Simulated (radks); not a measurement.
Au, configuration [Xe] 4f14 5d10 6s1 (the NIST ground configuration). All-electron calculation, non-relativistic Kohn-Sham, BLYP, spin-polarised, spherical densities, point nucleus; open shells are filled with parallel spins first (spin-orbit coupling, left out, can overturn this in heavy ions); relativity is left out, which matters for an element this heavy. Program: a radial shooting solver on a logarithmic mesh with Libxc functionals.

Unscreened Slater integrals over Kohn-Sham orbitals (hartree). They are taken over the spin-up orbitals. Empty in this configuration: 6p.

integral       value
F0(6s,6s)    0.27100
F0(6s,5d)    0.33469
G2(6s,5d)   0.057425
F0(6s,5p)    0.34720
G1(6s,5p)   0.016420
F0(6s,5s)    0.34927
G0(6s,5s)   0.010393
F0(6s,6p)    0.20971
G1(6s,6p)    0.11950
F0(5d,5d)    0.57432
F2(5d,5d)    0.28988
F4(5d,5d)    0.18963
F0(5d,5p)    0.66250
F2(5d,5p)    0.32537
G1(5d,5p)    0.39763
G3(5d,5p)    0.24464
F0(5d,5s)    0.68038
G2(5d,5s)    0.28595
F0(5d,6p)    0.23333
F2(5d,6p)   0.051900
G1(5d,6p)   0.022510
G3(5d,6p)   0.016724
F0(5p,5p)    0.80413
F2(5p,5p)    0.43279
F0(5p,5s)    0.83715
G1(5p,5s)    0.57802
F0(5p,6p)    0.23746
F2(5p,6p)   0.032662
G0(5p,6p)  0.0044809
G2(5p,6p)  0.0058480
F0(5s,5s)    0.87525
F0(5s,6p)    0.23818
G1(5s,6p)  0.0063212
F0(6p,6p)    0.17678
F2(6p,6p)   0.088396
